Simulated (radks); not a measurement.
The numbers below are computed, except where a source is named.
Initial-state core-level shifts of neutral palladium when its valence configuration changes from [Kr] 4d10. Code: a radial shooting solver on a logarithmic mesh with Libxc functionals. Model: scalar-relativistic Kohn-Sham, PBEsol, spin-polarised, spherical densities, point nucleus; open shells are filled with parallel spins first (spin-orbit coupling, left out, can overturn this in heavy ions). Shifts are changes of the shell-averaged eigenvalues in eV (positive: less bound).

valence           2s       3p       4s       4p
4d9 5p1       -5.235   -5.236   -5.136   -5.036
4d8 5p2      -10.616  -10.566  -10.160   -9.893
4d7 5p3      -16.392  -16.231  -15.301  -14.817
4d9.5 5s0.5   -1.677   -1.669   -1.603   -1.550
4d9 5s1       -3.492   -3.466   -3.302   -3.186
4d7 5s1 5p2  -15.064  -14.884  -13.942  -13.462
4d9.5 5p0.5   -2.656   -2.663   -2.639   -2.598
